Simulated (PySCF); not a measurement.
## NaIn at BP86

Level: BP86. basis Na aug-cc-pVDZ, In aug-cc-pVDZ-PP with ECP28; scalar-relativistic core potentials; PySCF 2.14.

```
state                                            : ¹Σ⁺ (singlet), closed shell
bond length                                      : 3.260 Å
harmonic wavenumber                              : 140 cm⁻¹
force constant                                   : 0.222 mdyn/Å
rotational constant Be                           : 0.08278 cm⁻¹
anharmonicity ωexe                               : 0.495 cm⁻¹
vibration–rotation constant αe                   : 0.000459 cm⁻¹
well depth De to Na + In                         : 0.83 eV
dissociation energy D0                           : 0.82 eV
HOMO–LUMO gap                                    : 0.55 eV
bond order (Mayer)                               : 1.12
dipole moment (positive dipole means Na(−)In(+)) : -1.33 D
```

Closed-shell solutions of metal pairs were not tested for spin polarisation, which can lower them a little. These are scalar-relativistic numbers at best; spin–orbit coupling would shift them, the dissociation energy most.
